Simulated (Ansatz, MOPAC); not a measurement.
Donor–acceptor adduct: ClFHIn (SMILES [F][InH][Cl]) (first 4 atoms) with NH3 (SMILES N); geometry from B3LYP-D3(BJ)/def2-TZVP, rigid monomers moved along the line of their centres of mass till In2···N5 is 2.67 Å.
(charge 0, multiplicity 1):
```xyz
8

F      0.880     1.421     1.165
In    -0.727     0.275     1.397
Cl    -2.203     1.292     2.951
H     -1.219    -0.785     0.158
N      0.736    -0.941     3.276
H      1.591    -0.392     3.228
H      0.283    -0.758     4.166
H      0.970    -1.926     3.220
```

Monomers are frozen at their geometry in the pair; levels with a basis set take the counterpoise correction.

The state reached by AM1, PM3 isn't checked.

Programs: Ansatz (Gaussian basis) for Hartree–Fock, density functionals and correlated methods; MOPAC for AM1, PM3 (differences of heats of formation).  In def2 rows elements past Kr take small-core potentials, without spin–orbit coupling.

Task: One of these levels gives -24.11 kcal/mol for the interaction energy. Which one is it?
A. PM3
B. AM1
C. HF/def2-TZVPPD
D. B3LYP/def2-TZVPPD

Result: C, HF/def2-TZVPPD. The others give -30.70 (AM1), -40.18 (PM3), -22.28 (B3LYP/def2-TZVPPD)

Ansatz is an electronic-structure program.
